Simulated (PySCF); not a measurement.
# `OC[C@@H]1C[C@@H](Cl)[C@H]1Br`, C₅H₈BrClO

Geometry:
```csv
atom,x (Å),y (Å),z (Å)
O1,1.497,1.277,-0.126
C2,1.625,-0.126,-0.210
C3,0.247,-0.764,-0.079
C4,-0.817,-0.187,-1.032
C5,-1.384,0.624,0.136
Cl6,-3.144,0.625,0.328
C7,-0.553,-0.216,1.115
Br8,-1.536,-1.592,2.061
H9,2.361,1.680,-0.261
H10,2.275,-0.501,0.595
H11,2.064,-0.419,-1.174
H12,0.358,-1.848,-0.106
H13,-0.444,0.399,-1.867
H14,-1.510,-0.945,-1.390
H15,-1.050,1.661,0.134
H16,0.005,0.342,1.865
```

Method: PySCF 2.14.0, TDDFT B3LYP/def2-SVPD circular dichroism and optical rotation, one conformer, gas phase. Geometry: GFN2-xTB.

The molecule is flexible and this is one conformer; a measurement averages over conformers. The calculation is non-relativistic, which matters for the atoms heavier than Zn.

Task: Draw the ECD and absorption spectra from the lowest 8 states, each a Gaussian of half-width 0.3 eV at 1/e height.

Result: 
```tsv
E (eV)	λ (nm)	Δε (L mol⁻¹ cm⁻¹)	ε (L mol⁻¹ cm⁻¹)
5.11	243	-0.04	4.51
5.26	236	-0.14	21
5.41	229	-0.28	60.2
5.56	223	-0.29	106
5.71	217	-0.09	117
5.86	212	+0.21	94
6.01	206	+0.68	101
6.16	201	+1.40	181
6.31	197	+1.82	301
6.46	192	+1.49	441
6.61	188	+0.76	606
6.76	183	-0.35	686
```
Δε uses R in velocity form, ε uses f in length form. Only the states computed contribute, so the short-wavelength end is incomplete.
